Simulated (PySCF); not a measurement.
# Sb: excitation energy

Sb [Kr] 4d10 5s2 5p3 (4S) → Sb [Kr] 4d10 5s2 5p2 5d1 (high-spin determinant), as a difference of total energies. Calculation: PySCF 2.14, in aug-cc-pVTZ-PP with ECP28MDF; scalar relativity through the core potential. Correlated levels: valence: 4s2 4p6 4d10 frozen. The calculations carry no spin-orbit coupling.

| method | excitation energy (eV) |
| --- | --- |
| UHF | 7.400 |
| MP2 (valence) | 7.457 |
| SCS-MP2 (valence) | 7.427 |
| CCSD (valence) | 7.086 |
| CCSD(T) (valence) | 6.746 |

How much does correlation contribute at CCSD(T) (valence)?

6.746 − (7.400) = -0.654 eV, measured against UHF.

The promoted electron is Rydberg-like, and one or two diffuse shells describe it only roughly, which tends to raise the upper state.

The coupled-cluster amplitudes are large for the upper state (T1 above 0.03 or a double amplitude above 0.15), so a single reference is strained.

The determinant of the upper state mixes LS terms, which raises its energy above the lowest term, most at the Hartree-Fock and MP2 levels.
